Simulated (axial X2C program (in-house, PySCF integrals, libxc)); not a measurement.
# Bond lengths and stretching modes, held linear, of GaOH⁻

Calculated with an axial X2C code built on PySCF integrals: two-component X2C with atomic mean-field Coulomb and Gaunt terms, Gaussian nuclei, basis Ga dyall-v3z, O dyall-av3z, H dyall-v3z with contracted cores. Spin-free rows use the one-electron spin-free X2C Hamiltonian.

Masses Ga 68.926, O 15.995, H 1.008 u. States: 2c Ω = 1/2 (beyond evenly filled blocks: ω = 1/2); spin-free M_S = 1/2, Λ = 1 (beyond evenly filled blocks: π+α).

HF, spin-free: energies above the lowest point

```tsv
r(Ga–O) (Å)	r(O–H) (Å)	E (meV)
1.8281	0.9292	2.70
1.8281	0.9530	15.72
1.8281	0.9768	60.01
1.8750	0.9292	0.00
1.8750	0.9530	12.27
1.8750	0.9768	55.80
1.8750	1.0007	126.08
1.9219	0.9292	23.66
1.9219	0.9530	35.19
1.9219	0.9768	77.96
1.9688	0.9530	77.56
1.9688	1.0007	188.31
```

Task: Fit a quadratic surface with cubic terms in each bond: where is the minimum, and what are the two stretching wavenumbers?

Result: At HF, spin-free: bonds 1.856 and 0.932 Å; harmonic stretches 514.0 and 4242.9 cm⁻¹; force constants 2.13, 10 and coupling -0.11 mdyn/Å.

The other levels and Hamiltonians give:

```
Hamiltonian  level  r(Ga–O) (Å)  r(O–H) (Å)  lower stretch (cm⁻¹)  upper stretch (cm⁻¹)
         2c   PBE0        1.872       0.952                 494.9                3967.7
         2c     HF        1.857       0.932                 512.6                4242.5
         2c  TPSSh        1.878       0.958                 491.6                3869.2
         2c    MP2        1.881       0.956                 483.2                3940.9
  spin-free   PBE0        1.870       0.952                 496.4                3968.3
  spin-free  TPSSh        1.876       0.958                 493.1                3870.1
  spin-free    MP2        1.880       0.956                 484.8                3941.5
```

Each state is one determinant, the lowest of a limited PBE0 search; the stretches come from a fit to these few points and carry an uncertainty of a few per cent. Other orders of the atoms were not compared. MP2 freezes inner shells (threshold -2 hartree). For an anion the highest level of a functional can be positive, and the basis then holds the extra electron. The molecule was held linear; bending was not examined, so a bent shape may lie lower. Note: functional without a current term on a determinant with orbital currents, of the molecule or an atom.
